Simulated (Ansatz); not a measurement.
`C[O][GeH]([SH])[Cl]`, relaxed with RKS PBE0-D4/def2-TZVP in Ansatz from a GFN2-xTB geometry. The force threshold is 0.005 eV/Å; the program also tests the step.

The species carries charge 0 and has multiplicity 1.

Start:

```xyz
10

C     0.194   -0.668    1.449
O     0.788   -0.367    0.201
Ge    0.009    0.057   -1.319
S    -0.993    2.045   -1.170
Cl   -1.420   -1.406   -1.828
H     0.994   -1.021    2.102
H    -0.563   -1.449    1.352
H    -0.267    0.219    1.893
H     1.242    0.017   -2.193
H     0.016    2.574   -0.488
```

```csv
step,energy (eV),largest force (eV/Å),largest move (Å)
1,-83027.8156,0.945,0.000
2,-83027.8662,0.523,0.147
3,-83027.9021,0.453,0.133
4,-83027.9110,0.295,0.025
5,-83027.9148,0.413,0.082
6,-83027.9266,0.128,0.060
7,-83027.9281,0.053,0.017
8,-83027.9295,0.017,0.066
9 (rejected),-83027.9295,0.016,0.002
10,-83027.9295,0.006,0.001
11,-83027.9296,0.006,0.012
12,-83027.9296,0.007,0.015
13,-83027.9296,0.004,0.005
```

End:

```xyz
10

C     0.175   -0.681    1.419
O     0.907   -0.480    0.225
Ge    0.093    0.058   -1.237
S    -1.011    1.944   -0.917
Cl   -1.436   -1.357   -1.761
H     0.894   -0.899    2.210
H    -0.514   -1.527    1.327
H    -0.397    0.210    1.699
H     1.174    0.101   -2.315
H     0.114    2.630   -0.649
```

It took 30 s on 2 threads of an AMD EPYC 7R13 on a shared host and a share of an NVIDIA H100 80 GB, with 0.93 GiB of host memory at the peak.
